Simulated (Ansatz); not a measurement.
[closo-1,2-(Cl)2B6H4]2- (B₆H₄Cl₂²⁻). The state is a singlet with charge -2. Geometry PBE-D4/def2-SVPD, basis def2-TZVPD, Ansatz.

| run | HOMO (eV) | LUMO (eV) |
| --- | --- | --- |
| A | 0.25 | 6.49 |
| B | 3.20 | 5.34 |
| C | 3.10 | 5.81 |
| D | 3.01 | 5.39 |
| E | 2.26 | 5.69 |
| F | 2.47 | 5.52 |

B3LYP takes the VWN-RPA correlation. A multiply charged anion in the gas phase is held together partly by the finite basis. Removing one electron lowers the energy by 0.68 eV at PBE0-D4/def2-TZVPD, so it isn't bound.

Task: The runs used B3LYP, HF, LDA (SPW92), PBE, PBE0, r2SCAN. Estimate which is which.

Result: A HF (100 % exact exchange); B PBE (0 % exact exchange); C r2SCAN (0 % exact exchange); D LDA (SPW92) (0 % exact exchange); E PBE0 (25 % exact exchange); F B3LYP (20 % exact exchange). Exact exchange lowers occupied and raises empty levels; among semilocal functionals meta-GGAs tend to open the gap a little, and such runs are hard to tell apart. The gap grows from 2.14 eV (PBE) to 6.24 eV (HF). At HF/def2-TZVPD, PBE-D4/def2-TZVPD, r2SCAN-D4/def2-TZVPD, LDA (SPW92)/def2-TZVPD and others the highest occupied level of the charge -2 singlet lies above zero (up to 3.20 eV). By energy differences it is unbound by 0.77 eV (vertical, against the charge -1 doublet, at PBE-D4/def2-TZVPD) and held by the finite basis.
